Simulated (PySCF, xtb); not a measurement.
Si(Cl)2(H)(SeH) (Cl2H2SeSi), SMILES Cl[SiH](Cl)[SeH].

GFN2-xTB run with xtb at its own geometry gives an orbital gap of 4.41 eV and a dipole moment of 2.19 D.

Geometry: B3LYP-D3(BJ)/def2-SVP. The structure was generated by enumeration, and PubChem lists no compound with its InChIKey, so it may never have been made. One conformer was computed; it need not be the lowest.

Q: What does M06-2X/def2-TZVP (PySCF) give? (An estimate is asked for; the answer gives what the named calculation found.)

A: gap 8.85 eV (levels -8.74 and 0.11 eV), dipole 1.50 D.
